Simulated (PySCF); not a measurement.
C₄H₃BrO. Atoms are numbered in the order given.

```xyz
9

Br     0.0049     1.5237     0.0000
C     -0.1031    -0.3261     0.0000
C     -1.1731    -1.1688     0.0000
C     -0.6095    -2.4936     0.0000
C      0.7423    -2.3314     0.0000
O      1.0599    -1.0088     0.0000
H     -2.2223    -0.8813     0.0000
H     -1.1498    -3.4390     0.0000
H      1.5831    -3.0213     0.0000
```

The structure is a stationary point at ωB97X-D3(BJ)/def2-SVP.

Vertical ionisation energy (IE) and electron affinity (EA) in eV. Rows of orbital energies are one-electron estimates. Where ΔSCF, EOM or ADC give a negative EA the extra electron is unbound and the value depends on the basis.

| level | IE | EA |
|---|---|---|
| −ε(HOMO), −ε(LUMO), HF/def2-TZVP (PySCF) | (withheld) | (withheld) |
| −ε(HOMO), −ε(LUMO), PBE/def2-TZVP (PySCF) | 5.57 | 1.02 |

Question: Some entries are withheld; supply them. (The exact figures need the calculation; the answer reports its results.)

Answer: 
- −ε(HOMO), −ε(LUMO), HF/def2-TZVP (PySCF), IE: 8.69
- −ε(HOMO), −ε(LUMO), HF/def2-TZVP (PySCF), EA: -3.55
